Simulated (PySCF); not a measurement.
**Excitation energy of I²⁺ by level of theory**

I²⁺ [Kr] 4d10 5s2 5p3 (4S) → I²⁺ [Kr] 4d10 5s1 5p4 (4P), as a difference of total energies. Calculation: PySCF 2.14, in ANO-RCC-VTZP (7s6p4d2f1g, 68 functions); the spin-free X2C one-electron Hamiltonian (Gaussian nucleus). Correlated levels: valence: [Kr] 4d10 frozen. The calculations carry no spin-orbit coupling.

```tsv
method	excitation energy (cm⁻¹)
UHF	89680
MP2 (valence)	89036
SCS-MP2 (valence)	88896
CCSD (valence)	85618
CCSD(T) (valence)	84941
```

A first-order spin-orbit estimate (lowest level to lowest level, LS coupling) adds -0.396 eV.

The coupled-cluster amplitudes are large for the upper state (T1 above 0.03 or a double amplitude above 0.15), so a single reference is strained.
